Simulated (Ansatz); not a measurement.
Molecule: C₃H, charge 1, multiplicity 1. It need not be the lowest isomer of its formula. 
Coordinates optimised at B3LYP-D3(BJ)/def2-TZVP (Ansatz, a quantum-chemistry and plane-wave program):
SMILES: [C][C][CH+]
```xyz
4

H      0.0000     0.0000    -2.2223
C      0.0000     0.0000    -1.1414
C      0.0000     0.0000     0.0871
C      0.0000     0.0000     1.4247
```
Charge +1, spin multiplicity 1.

Parts of the frozen-core correlation energy in cc-pVDZ (Ansatz, hartree). Frozen orbitals: 3; correlated occupied orbitals by spin: 6 and 6; virtual: 38 and 38. No spin-orbit coupling. No relativistic terms. The restricted reference is unstable.

```csv
term,value
reference (HF),-113.66028
MP2 opposite-spin,-0.25068
MP2 same-spin,(withheld)
CCSD correlation,(withheld)
(T),(withheld)
CCSDT minus CCSD(T),-0.00063
T1 diagnostic,0.022
largest doubles amplitude,0.105
```

**Question.** Fill in the missing entries.

**Answer.** 
- MP2 same-spin, value: -0.08065
- CCSD correlation, value: -0.35226
- (T), value: -0.02369
